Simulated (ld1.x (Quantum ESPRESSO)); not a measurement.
Logarithmic derivatives: beryllium, TM semilocal

Be (Z = 4), norm-conserving Troullier–Martins (semilocal form), made with ld1.x (Quantum ESPRESSO) 7.5 (PBE, scalar-relativistic). Core none, reference 1s2 2s2 2p0. Waves: 1s (bound): rc 0.30 bohr; 3d channel at 0.05 Ry: rc 3.00 bohr; 2p (bound, empty): rc 3.30 bohr. Local part: the p channel. Core correction: none.

Occupied shells without a wave of their own: 2s. They enter only through the test configuration that unscreens the potential.

The phase is arctan(r·u′/u) with u = r·R(r), unwrapped; energies in Ry, scanned from -10 to 5 Ry. A pole is an energy at which the radial function vanishes at the test radius. The pseudo phase is shifted by a multiple of π to meet the all-electron one at the reference energy, and phase errors are pseudo minus all-electron; the curves can meet again beyond the range given. Levels narrower than the energy grid can be missing from the lists of poles.

Q: For each channel, where are the poles, and over which energies does the pseudopotential scatter like the atom?

A:

```
channel  radius (bohr)  reference energy (Ry)  poles, all-electron  poles, pseudo  unbroken range about the reference energy with phases within 0.05 rad  phase error 1 Ry above the reference energy (rad)
      s           3.61                  -7.81          -0.11, 2.87    -0.11, 2.87                                                        the whole range                                             +0.000
      p           3.61                  -0.15           0.20, 2.67     0.21, 3.11                                                              below 0.7                                             +0.078
      d           3.61                   0.05                 1.63           1.64                                                              below 2.8                                             +0.002
```

A Bessel basis up to 400 Ry misses an occupied level by 0.03 Ry, so cutoffs and ghosts were not judged.

Phases in the s channel:

```tsv
E (Ry)	all-electron	pseudo
-10.00	1.482	1.482
-9.76	1.480	1.480
-9.52	1.479	1.479
-9.28	1.478	1.478
-9.04	1.477	1.477
-8.80	1.476	1.476
-8.56	1.474	1.474
-8.32	1.473	1.473
-8.08	1.471	1.471
-7.84	1.470	1.470
-7.60	1.468	1.468
-7.36	1.466	1.466
-7.12	1.464	1.464
-6.88	1.462	1.462
-6.64	1.460	1.460
-6.40	1.458	1.458
-6.16	1.456	1.456
-5.92	1.453	1.453
-5.68	1.451	1.451
-5.44	1.448	1.448
-5.20	1.445	1.445
-4.96	1.442	1.442
-4.72	1.438	1.438
-4.48	1.434	1.434
-4.24	1.430	1.430
-4.00	1.425	1.425
-3.76	1.420	1.420
-3.52	1.415	1.415
-3.28	1.408	1.408
-3.04	1.401	1.401
-2.80	1.392	1.392
-2.56	1.382	1.382
-2.32	1.370	1.370
-2.08	1.356	1.356
-1.84	1.337	1.337
-1.60	1.312	1.312
-1.36	1.277	1.277
-1.12	1.218	1.218
-0.88	1.097	1.097
-0.64	0.661	0.662
-0.40	-1.058	-1.056
-0.16	-1.534	-1.534
0.08	-1.682	-1.681
0.32	-1.784	-1.783
0.56	-1.898	-1.898
0.80	-2.089	-2.088
1.04	-2.555	-2.552
1.28	-3.590	-3.586
1.52	-4.208	-4.207
1.76	-4.435	-4.434
2.00	-4.545	-4.544
2.24	-4.611	-4.611
2.48	-4.657	-4.657
2.72	-4.693	-4.693
2.96	-4.724	-4.723
3.20	-4.752	-4.752
3.44	-4.781	-4.780
3.68	-4.812	-4.812
3.92	-4.850	-4.850
4.16	-4.902	-4.901
4.40	-4.983	-4.982
4.64	-5.140	-5.138
4.88	-5.572	-5.562
```
